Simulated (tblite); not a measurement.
Compound: C7H13OPS.
Geometry (GFN2-xTB, Å), atoms numbered from 1 in this order:
```xyz
23
C7H13OPS angstrom
O      1.641    1.646   -0.353
C      2.490    0.664   -0.887
C      2.280   -0.673   -0.180
C      0.803   -1.032   -0.181
P     -0.216    0.152    0.836
S      0.612    0.774    2.484
C     -1.128    1.289   -0.251
C     -2.333    0.825   -0.552
C     -2.724   -0.513   -0.004
C     -1.762   -0.834    1.139
H      1.910    1.837    0.558
H      2.216    0.579   -1.943
H      3.541    0.973   -0.821
H      2.617   -0.586    0.858
H      2.865   -1.450   -0.672
H      0.662   -2.011    0.284
H      0.399   -1.056   -1.196
H     -0.712    2.227   -0.571
H     -3.031    1.352   -1.185
H     -2.649   -1.260   -0.801
H     -3.763   -0.506    0.336
H     -1.560   -1.900    1.250
H     -2.165   -0.471    2.089
```

Calculated harmonic vibrations of the isolated species, GFN2-xTB (tblite), most abundant isotopes, no scaling. Against measured fundamentals such values can be off by several per cent, at times by over 20. One conformer, not necessarily the lowest.

Harmonic wavenumbers (cm⁻¹): 66.7, 96.8, 104.3, 131.7, 147.2, 183.6, 211.9, 235.8, 277.0, 325.3, 379.1, 428.9, 479.9, 524.5, 579.4, 637.3, 704.1, 722.2, 737.2, 773.1, 806.8, 827.2, 882.0, 893.5, 930.8, 947.3, 957.2, 984.3, 1040.1, 1060.3, 1082.9, 1093.6, 1105.1, 1119.1, 1158.9, 1171.0, 1215.0, 1231.0, 1251.9, 1257.6, 1297.9, 1306.1, 1334.1, 1343.8, 1409.3, 1437.2, 1464.4, 1470.7, 1479.6, 1650.6, 2907.2, 2934.2, 2940.4, 2951.2, 2953.2, 2958.4, 2967.5, 2973.2, 2977.7, 2986.2, 3071.8, 3123.9, 3430.9.

A = 1425, B = 814.7, C = 709.3 MHz; mass 176.042 u (most abundant isotopes); point group C1, symmetry number 1.

What is the zero-point energy?

Half the sum of the wavenumbers: 41066 cm⁻¹ = 491.25 kJ/mol.

Give the ideal-gas entropy at 200 K and 1 bar in the rigid-rotor, harmonic-oscillator model (classical rotation).

Translation 165.04, rotation 121.99, vibration 87.16: S = 374.2 J/(mol K).

And Cp and H(200 K) − H(0)?

Cp = 135.08 J/(mol K), of which vibrations give 101.82 (their classical limit is 63 R = 523.8); H(200 K) − H(0) = 16.68 kJ/mol without the zero-point energy, 10.03 from vibrations.

How do the functions run with temperature in this model?

| T (K) | S (J/(mol K)) | Cp (J/(mol K)) | H − H(0) (kJ/mol) | G − H(0) (kJ/mol) | ln q(vib) |
| --- | --- | --- | --- | --- | --- |
| 100 | 299.4 | 86.3 | 5.62 | -24.32 | 1.50 |
| 300 | 439.0 | 189.1 | 32.86 | -98.85 | 7.49 |
| 500 | 559.9 | 287.3 | 81.02 | -198.93 | 13.66 |
| 800 | 716.9 | 379.2 | 182.32 | -391.21 | 22.75 |
| 1000 | 806.0 | 418.4 | 262.28 | -543.69 | 28.43 |

q(vib) and H(0) count from the zero-point level.

Which modes carry the vibrational entropy at 200 K?

66.7 cm⁻¹: 14.50; 96.8 cm⁻¹: 11.49; 104.3 cm⁻¹: 10.90; 131.7 cm⁻¹: 9.07; 147.2 cm⁻¹: 8.22; 183.6 cm⁻¹: 6.58 J/(mol K); the other 57 give 26.42 together.

Hindered rotation and anharmonicity are outside this model. Other conformers, if any are populated, would add a mixing term that is left out. The structure is chiral; the term R ln 2 for an equal mix with its mirror image is left out.

Run on an Arm Neoverse V1 with one thread (shared host). This covers the Hessian and the dipole derivatives.
